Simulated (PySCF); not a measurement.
Se, charge +1, quartet. Base run: DF-HF/def2-SVP (PySCF).

Here is a job for PySCF.
```python
from pyscf import gto, scf

mol = gto.M(
    atom='''
Se    0.00000000    0.00000000    0.00000000
''',
    basis='def2-svp',
    charge=1,
    spin=3,
    verbose=4,
)

mf = scf.UHF(mol)
mf = mf.density_fit(auxbasis='def2-universal-jkfit')
mf.kernel()
```

The base run was repeated with changes; each row names its change, and settings that it needs were set with it.

```tsv
change	basis functions	E (Eh)	HOMO (eV)
base	32	-2399.21491	-21.46
basis = pcseg-1	27	-2399.19710	-21.49
basis = cc-pVDZ	27	-2399.48285	-21.45
basis = def2-SV(P)	32	-2399.21491	-21.46
basis = 6-31G*	32	-2399.21022	-21.45
basis = aug-pcseg-1	36	-2399.19986	-21.45
basis = aug-cc-pVDZ	36	-2399.48435	-21.43
basis = def2-SVPD	41	-2399.21570	-21.44
basis = pcseg-2	43	-2399.52871	-21.43
basis = pc-2	43	-2399.53362	-21.43
basis = 6-311G**	44	-2399.47093	-21.43
basis = aug-cc-pVTZ	59	-2399.55697	-21.42
basis = def2-QZVPP	89	-2399.55910	-21.42
```

Totals compare only among sets that treat the same electrons; sets with core potentials leave the core out.

Open shells are given as the SCF converged; they aren't shown to be the lowest states, and a large step between rows can be another state.
